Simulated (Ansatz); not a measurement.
```xyz
8

C    -0.230    0.632   -0.789
Ge    0.125   -0.617    0.665
O     1.532    0.125    1.502
H     0.642    0.704   -1.437
H    -0.464    1.616   -0.384
H    -1.081    0.270   -1.369
H     0.526   -2.014    0.156
H    -1.050   -0.717    1.656
```

Total charge 0; spin multiplicity 2.

Q: List the PBE/def2-TZVPP orbital energies in eV (Ansatz 0.2.0). (Estimate.)

A: Ansatz gave: α occupied: -10804.80, -1338.12, -1191.55, -1191.53, -1191.53, -511.00, -269.45, -162.76, -114.23, -114.18, -114.17, -30.17, -30.04, -30.00, -29.97, -29.96, -23.28, -17.82, -13.12, -10.58, -10.57, -9.34, -8.70, -8.52, -7.76, -6.78. α empty: -0.28, 0.29, 0.37, 1.54, 1.64, 2.26, 2.28, 4.24. β occupied: -10804.80, -1338.12, -1191.55, -1191.53, -1191.53, -510.44, -269.40, -162.76, -114.23, -114.18, -114.16, -30.15, -30.03, -30.00, -29.97, -29.96, -21.90, -17.71, -13.00, -10.54, -10.47, -8.60, -8.46, -8.03, -6.31. β empty: -5.63, -0.17, 0.36, 0.46, 1.57, 1.69, 2.31, 2.33. ⟨S²⟩ = 0.753.
